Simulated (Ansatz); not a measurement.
Al(H)(Br)(vinyl) (C2H4AlBr), SMILES C=[CH][AlH][Br].

Coordinates come from a TPSSh-D3(BJ)/def2-SVP optimisation. The structure was generated by enumeration; whether it is a known compound was not checked. Other conformers were not sampled.

Two levels are set side by side: PBE/def2-SVPD (Ansatz, an electronic-structure program) and CAM-B3LYP/def2-SVPD (Ansatz). Energy differences of separate SCF runs at the same geometry; the states with an electron removed or added have multiplicity 2 and 2. Differences are taken from unrounded values.

```csv
quantity,CAM-B3LYP
vertical ionisation energy (eV),10.34
vertical singlet–triplet gap (eV),3.95
```

Question: What does PBE give, and how far is it from CAM-B3LYP? (An estimate is asked for; the answer gives what the named calculation found.)

Answer: 
```
quantity                            PBE  PBE minus CAM-B3LYP
---------------------------------  ----  -------------------
vertical ionisation energy (eV)    9.64                -0.70
vertical singlet–triplet gap (eV)  3.97                 0.02
```
